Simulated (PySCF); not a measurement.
## C₆ coefficients of unlike pairs at UHF

Calculated with PySCF 2.14 from the dipole response of each species, C₆(A,B) = (3/π) ∫ α_A(iu) α_B(iu) du, in atomic units, from isotropic polarisabilities. For ions this is the dispersion term alone; charge-induced terms of lower order in 1/R come first.

```json
{"species": "Pt²⁺", "configuration": "[Xe] 4f14 5d8 (3F)", "basis": "x2c-TZVPPall with one added diffuse shell each of s, p, d, f type (12s8p8d4f1g)", "relativity": "spin-free X2C", "α (bohr³)": "8.716", "C₆ (like pair)": "56.07"}
{"species": "In", "configuration": "[Kr] 4d10 5s2 5p1 (2P)", "basis": "aug-cc-pVQZ-DK3 (9s8p6d3f2g)", "relativity": "spin-free X2C", "α (bohr³)": "74.44", "C₆ (like pair)": "799.7"}
{"species": "Ho²⁺", "configuration": "[Xe] 4f11 (4I)", "basis": "x2c-TZVPPall with one added diffuse shell each of s, p, d, f type (12s8p8d5f2g)", "relativity": "spin-free X2C", "α (bohr³)": "6.977", "C₆ (like pair)": "37.60"}
{"species": "Sn³⁺", "configuration": "[Kr] 4d10 5s1 (2S)", "basis": "aug-cc-pVQZ-PP with one added diffuse shell each of s, p, d, f, g type with ECP28MDF (8s8p6d4f3g)", "relativity": "core potential", "α (bohr³)": "11.21", "C₆ (like pair)": "40.68"}
```

(1) Estimate C₆ for Sn³⁺ with In.

No spin-orbit coupling is included.

The other pairs:

```
      pair     C₆
  Ho²⁺, In  133.2
  In, Pt²⁺  167.9
Ho²⁺, Pt²⁺  45.79
Sn³⁺, Ho²⁺  36.67
Sn³⁺, Pt²⁺  45.52
```

## Answers

(1) The integral gives 168.6. The combination rule 2 C_A C_B / (C_A α_B/α_A + C_B α_A/α_B) gives 166.6 and the geometric mean 180.4.
